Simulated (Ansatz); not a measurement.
```yaml
crystal:
  periodic: [false, false, false]
  atoms:
    - {symbol: C, position_ang: [1.741050, -0.033131, -1.782633]}
    - {symbol: N, position_ang: [1.146771, -0.693055, -0.648680]}
    - {symbol: N, position_ang: [2.045108, -1.440705, 0.109286]}
    - {symbol: C, position_ang: [0.026474, -0.153970, -0.042526]}
    - {symbol: C, position_ang: [-0.698791, 0.880566, -0.652316]}
    - {symbol: C, position_ang: [-1.837142, 1.391232, -0.054348]}
    - {symbol: C, position_ang: [-2.288311, 0.904477, 1.163245]}
    - {symbol: C, position_ang: [-1.572005, -0.111634, 1.775888]}
    - {symbol: C, position_ang: [-0.432278, -0.635942, 1.191022]}
    - {symbol: H, position_ang: [2.076108, 0.989765, -1.555309]}
    - {symbol: H, position_ang: [1.035402, 0.014315, -2.615514]}
    - {symbol: H, position_ang: [2.600172, -0.623553, -2.090621]}
    - {symbol: H, position_ang: [2.233986, -0.984305, 0.999273]}
    - {symbol: H, position_ang: [1.653239, -2.355010, 0.301742]}
    - {symbol: H, position_ang: [-0.371796, 1.291471, -1.597536]}
    - {symbol: H, position_ang: [-2.375354, 2.191123, -0.551059]}
    - {symbol: H, position_ang: [-3.178688, 1.311260, 1.626420]}
    - {symbol: H, position_ang: [-1.901872, -0.509133, 2.729500]}
    - {symbol: H, position_ang: [0.097914, -1.433761, 1.694165]}
basis:
  gaussian: {orbitals: ANO-RCC-VTZP, nuclear_model: gaussian}
total_charge: -1
magnetization: {spin_polarized: true, initial_magnetization: 1}
hamiltonian: {xc: {name: HF}}
correlation: {method: mp2, electrons: all}
```

```sh
$ ansatz run in.yaml --threads 2 --pin off --events-out ev --progress --plain --max-ram 22528MiB --backend cuda --devices 0, --max-vram 18GiB
```

It prints (some lines left out):

```
Functional definition: HF
2371 factors; integrals over basis functions are off by at most 9.9e-4 eV
mean field evaluation 1: about -10333.7901 eV, gradient 3.0e1 eV
mean field evaluation 2: about -10334.0420 eV, gradient 3.0e1 eV
mean field evaluation 4: about -10340.0383 eV, gradient 5.4e0 eV
mean field evaluation 8: about -10340.6024 eV, gradient 6.5e-1 eV
mean field evaluation 16: about -10340.6495 eV, gradient 1.9e-1 eV
mean field evaluation 32: about -10340.6766 eV, gradient 8.9e-3 eV
mean field evaluation 64: about -10340.6994 eV, gradient 8.3e-6 eV
mean field -10340.69941973 eV, -380.0136944973 hartree, gradient 8.3e-6 eV, S^2 1.000202; 15 other end points of the search recorded, 0 dependent functions left out
reference -10340.69941973 eV, -380.0136944973 hartree; 34, 33 occupied and 376, 377 virtual orbitals, 2371 factors
second order -45.91360851 eV of doubles, -0.00000000 eV of singles
Total energy: -10386.61302824 eV, -381.7009884887 hartree
Relativity: scalar
```

It took 38 s on 2 threads of an AMD EPYC 7R13 on a shared host and a share of an NVIDIA H100 80 GB, with 1.2 GiB of host memory at the peak.
